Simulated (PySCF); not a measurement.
# ORD: `C[C@@H]1[SiH2][C@H]1N(C)C`, C5H13NSi

Molfile (atoms numbered from 1):
```
C5H13NSi
     RDKit          3D

 20 20  0  0  0  0  0  0  0  0999 V2000
    2.2894   -1.0458   -0.6208 C   0  0  0  0  0  0  0  0  0  0  0  0
    1.2343    0.0253   -0.7566 C   0  0  2  0  0  0  0  0  0  0  0  0
    1.3064    1.6756    0.1572 Si  0  0  0  0  0  4  0  0  0  0  0  0
    0.2020    0.1566    0.3697 C   0  0  1  0  0  0  0  0  0  0  0  0
   -1.1707    0.2408   -0.0447 N   0  0  0  0  0  0  0  0  0  0  0  0
   -1.9999    0.8467    0.9733 C   0  0  0  0  0  0  0  0  0  0  0  0
   -1.6877   -1.0516   -0.4492 C   0  0  0  0  0  0  0  0  0  0  0  0
    2.7225   -1.0348    0.3774 H   0  0  0  0  0  0  0  0  0  0  0  0
    1.8614   -2.0347   -0.7928 H   0  0  0  0  0  0  0  0  0  0  0  0
    3.0909   -0.8943   -1.3423 H   0  0  0  0  0  0  0  0  0  0  0  0
    0.7830    0.0427   -1.7437 H   0  0  0  0  0  0  0  0  0  0  0  0
    0.7444    2.8422   -0.4917 H   0  0  0  0  0  0  0  0  0  0  0  0
    2.3690    1.8725    1.1284 H   0  0  0  0  0  0  0  0  0  0  0  0
    0.3752   -0.5133    1.2222 H   0  0  0  0  0  0  0  0  0  0  0  0
   -2.0449    0.2489    1.8986 H   0  0  0  0  0  0  0  0  0  0  0  0
   -3.0124    0.9649    0.5883 H   0  0  0  0  0  0  0  0  0  0  0  0
   -1.5967    1.8294    1.2163 H   0  0  0  0  0  0  0  0  0  0  0  0
   -1.7280   -1.7698    0.3863 H   0  0  0  0  0  0  0  0  0  0  0  0
   -1.0493   -1.4629   -1.2290 H   0  0  0  0  0  0  0  0  0  0  0  0
   -2.6938   -0.9275   -0.8500 H   0  0  0  0  0  0  0  0  0  0  0  0
  1  2  1  0
  2  3  1  0
  3  4  1  0
  4  5  1  0
  5  6  1  0
  5  7  1  0
  4  2  1  0
  1  8  1  0
  1  9  1  0
  1 10  1  0
  2 11  1  6
  3 12  1  0
  3 13  1  0
  4 14  1  1
  6 15  1  0
  6 16  1  0
  6 17  1  0
  7 18  1  0
  7 19  1  0
  7 20  1  0
M  END
```

Theory: PySCF 2.14.0, TDDFT PBE0/def2-SVPD circular dichroism and optical rotation, one conformer, gas phase. Geometry: GFN2-xTB.

The molecule is flexible and this is one conformer; a measurement averages over conformers. States above about 6.0 eV (minus the energy of the highest occupied orbital) lie near or above the ionisation threshold and depend on the basis.

Stereocentres: C2 S, C4 R.

(1) Give the optical rotatory dispersion at 633, 589.3, 546, 436, 405, 365, 355 nm.

(2) And for the mirror image at 589.3 nm?

(3) What is the molar rotation [Φ] = [α]·M/100 of the geometry above at 589.3 nm?

## Answers

(1) [α] in deg dm⁻¹ (g/mL)⁻¹:
| λ (nm) | origin-invariant length gauge | modified velocity gauge | length gauge (centre of mass) | isotropic polarisability (au) |
| --- | --- | --- | --- | --- |
| 633 | -159.5 | -150.2 | -159.9 | 102.4 |
| 589.3 | -190.7 | -179.9 | -191.3 | 102.9 |
| 546 | -232.6 | -219.7 | -233.3 | 103.5 |
| 436 | -446.9 | -425.3 | -448.3 | 106.2 |
| 405 | -572.7 | -547.1 | -574.6 | 107.5 |
| 365 | -851.9 | -819.6 | -854.8 | 109.9 |
| 355 | -959.3 | -925.0 | -962.6 | 110.7 |

(2) +190.7 deg dm⁻¹ (g/mL)⁻¹ (origin-invariant length gauge): the same size and the opposite sign.

(3) With M = 115.25 g/mol, -219.8 deg cm² dmol⁻¹ (origin-invariant length gauge).

The first excitation lies at 5.19 eV (239 nm) with R = -31.8 × 10⁻⁴⁰ esu² cm² (velocity form).
